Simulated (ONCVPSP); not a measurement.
**Building the ONCV potential for Sm (Z = 62) (PBEsol, scalar-relativistic).**

- Element: samarium (Sm)
- Generator: ONCVPSP 4.0.1
- Type: optimised norm-conserving Vanderbilt (ONCV)
- Functional: PBEsol
- Relativity: scalar-relativistic
- Frozen core: [Kr] 4d10
- Valence charge: 16
- Reference configuration: 4f6 5s2 5p6 6s2
- Partial waves: 5s+6s: rc 2.60 bohr, ncon 4, nbas 9, qcut 5.4 1/bohr, 2 projectors; 5p: rc 1.75 bohr, ncon 4, nbas 6, qcut 3.9 1/bohr, 2 projectors, debl 2.1 Ha; d scattering state at 0.06 Ha: rc 2.15 bohr, ncon 4, nbas 7, qcut 4.7 1/bohr, 1 projector; 4f: rc 1.10 bohr, ncon 3, nbas 8, qcut 14.9 1/bohr, 2 projectors, debl 1.1 Ha
- Local potential: polynomial inside 1.05 bohr (lpopt 5, dvloc0 0 Ha)
- Core correction: Teter function fitted to the true core (icmod 2), fcfact 0.25

All-electron outer shells of the reference configuration (PBEsol, scalar-relativistic, ld1.x):

```json
{"shell": "5s", "level (eV)": "-43.30", "outermost node (bohr)": "0.69", "outermost maximum (bohr)": "1.27"}
{"shell": "5p", "level (eV)": "-23.25", "outermost node (bohr)": "0.74", "outermost maximum (bohr)": "1.43"}
{"shell": "6s", "level (eV)": "-3.60", "outermost node (bohr)": "1.70", "outermost maximum (bohr)": "3.66"}
{"shell": "4f", "level (eV)": "-2.51", "outermost node (bohr)": "–", "outermost maximum (bohr)": "0.61"}
```

Q: Does the generator finish with these settings?

A: No. ONCVPSP 4.0.1 stopped with "test_data: must have ncon+3 <= nbas <= ncon+5, l= 1": the input breaks a rule of the program on the basis size: nbas must lie between ncon + 3 and ncon + 5.
